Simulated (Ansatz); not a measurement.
`[F][Ge]([F])([Cl])[Br]` + `C#CC(=C)O` → `C#[C][Ge]([F])([F])[Cl]` + `C=C(O)Br` at 700 K and 1 bar (formal exchange of groups at a Ge–Br bond).

Isolated molecules relaxed with PBE0-D4/def2-TZVP in Ansatz; ΔE leaves out vibrations. CCSD(T)/CBS adds triple-zeta CCSD(T) − MP2 to the extrapolated MP2 energy (def2 sets, frozen cores). For Br, Ge outer-core shells are correlated without core-valence functions, which leaves a few kJ/mol of doubt a bond. Scalar relativity is left out up to krypton. One conformer a species, not always the lowest.

| species | CCSD(T)/CBS energy (Eh) | H − E (kJ/mol) | S (J/(mol·K)) |
| --- | --- | --- | --- |
| `[F][Ge]([F])([Cl])[Br]` | -5308.95213 | 78.9 | 442.6 |
| `C#CC(=C)O` | -229.69374 | 237.7 | 401.0 |
| `C#[C][Ge]([F])([F])[Cl]` | -2812.23968 | 139.3 | 471.5 |
| `C=C(O)Br` | -2726.36773 | 175.3 | 376.7 |

H − E and S are ideal-gas, rigid-rotor, harmonic terms from PBE0-D4/def2-TZVP, for one conformer and one mirror image of each species. 1 Eh = 2625.50 kJ/mol, R = 8.31446 J/(mol·K).

Task: By hand: ΔE, ΔH, ΔS and ΔG.

Result: ΔE = (-2812.23968) + (-2726.36773) − (-5308.95213) − (-229.69374) = 0.03846 Eh = 101.0 kJ/mol. Δ(H − E) = 139.3 + 175.3 − 78.9 − 237.7 = -2.0, so ΔH = 99.0 kJ/mol. ΔS = 471.5 + 376.7 − 442.6 − 401.0 = 4.6 J/(mol·K). ΔG = 99.0 − 700 × (4.6)/1000 = 95.8 kJ/mol.

Task: By hand: the equilibrium constant, and the temperature at which ΔG would vanish if ΔH and ΔS stayed fixed.

Result: log₁₀ K = −ΔG/(RT ln 10) = -7.1. ΔG = 0 at ΔH/ΔS = 21522 K, far beyond where these terms or the molecules hold.

The number of gas molecules stays the same, so ΔS is small and ΔH decides. A doubt of 5 kJ/mol in ΔE shifts log₁₀ K by 0.4 here. Other conformers and mirror images would add mixing entropy, several J/(mol·K) or more a flexible species. These are equilibria of isolated gas molecules and say nothing of rates. Largest T1 diagnostic: 0.013 (customary marks: 0.02 for closed shells, 0.045 for open ones).
